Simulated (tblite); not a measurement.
C6H10N2Si.
Z-matrix (Å and degrees, GFN2-xTB geometry), rows numbered from 1:
```
C 
N   1  1.4436
Si  2  1.7219  1  122.34
C   3  1.8886  2  105.49  1   173.75
C   4  1.3923  3  124.21  2   -27.44
C   5  1.3840  4  119.57  3  -177.14
C   6  1.3857  5  118.59  4     0.05
C   7  1.3868  6  117.86  5    -0.04
N   8  1.3195  7  123.55  6     0.03
H   1  1.0918  2  110.20  3  -156.32
H   1  1.0955  2  112.74  3    82.35
H   1  1.0871  2  108.55  3   -37.30
H   2  1.0102  1  111.21  3  -147.02
H   3  1.4680  2  105.10  1    56.60
H   3  1.4693  2  117.06  1   -65.55
H   5  1.0795  4  119.53  3     2.65
H   6  1.0817  5  120.82  4   179.82
H   7  1.0793  6  121.36  5   179.81
H   8  1.0836  7  121.00  6   179.88
```

All values are computed: GFN2-xTB (tblite) harmonic vibrations without scaling, gas phase. This tight-binding method is rough: wavenumbers can miss measured ones by several per cent, in bad cases by 10 to 20. Modes of hydrogen on silicon can be 10 to 20 % off. One conformer, not necessarily the lowest.

Harmonic wavenumbers (cm⁻¹): 28.5, 78.0, 87.5, 151.3, 162.5, 227.0, 270.0, 348.9, 382.9, 426.9, 524.5, 531.1, 571.7, 596.8, 691.4, 708.2, 743.7, 747.9, 801.9, 818.1, 895.5, 916.9, 936.2, 1002.2, 1064.0, 1094.4, 1110.6, 1119.4, 1156.9, 1165.9, 1179.7, 1243.0, 1274.7, 1359.4, 1398.6, 1422.7, 1436.6, 1492.5, 1503.8, 1555.8, 1575.5, 2191.1, 2220.5, 2911.1, 2973.7, 3036.5, 3039.3, 3055.4, 3084.0, 3087.4, 3428.8.

A = 3937, B = 732.2, C = 632.5 MHz; mass 138.061 u (most abundant isotopes); point group C1, symmetry number 1.

What is the zero-point energy?

Half the sum of the wavenumbers: 31915 cm⁻¹ = 91.25 kcal/mol.

Entropy at 200 K, 1 bar (ideal gas, RRHO, classical rotation)?

Translation 38.72, rotation 28.37, vibration 19.85: S = 86.9 cal/(mol K).

And Cp and H(200 K) − H(0)?

Cp = 28.52 cal/(mol K), of which vibrations give 20.57 (their classical limit is 51 R = 101.3); H(200 K) − H(0) = 3.67 kcal/mol without the zero-point energy, 2.08 from vibrations.

Blend soft modes into free rotors: weight 1/[1 + (100 cm⁻¹/ν̃)⁴] for the oscillator and the rest for a rotor with moment μB/(μ + B), μ = h/(8π²ν), B = 10⁻⁴⁴ kg m². What vibrational entropy results?

17.95 cal/(mol K) in place of 19.85, which changes −T·S at 200 K by +0.38 kcal/mol.

Which modes carry the vibrational entropy at 200 K?

28.5 cm⁻¹: 5.14; 78.0 cm⁻¹: 3.16; 87.5 cm⁻¹: 2.94; 151.3 cm⁻¹: 1.91; 162.5 cm⁻¹: 1.79; 227.0 cm⁻¹: 1.22 cal/(mol K); the other 45 give 3.69 together.

Hindered rotation and anharmonicity are outside this model. Other conformers, if any are populated, would add a mixing term that is left out. The structure is chiral; the term R ln 2 for an equal mix with its mirror image is left out.
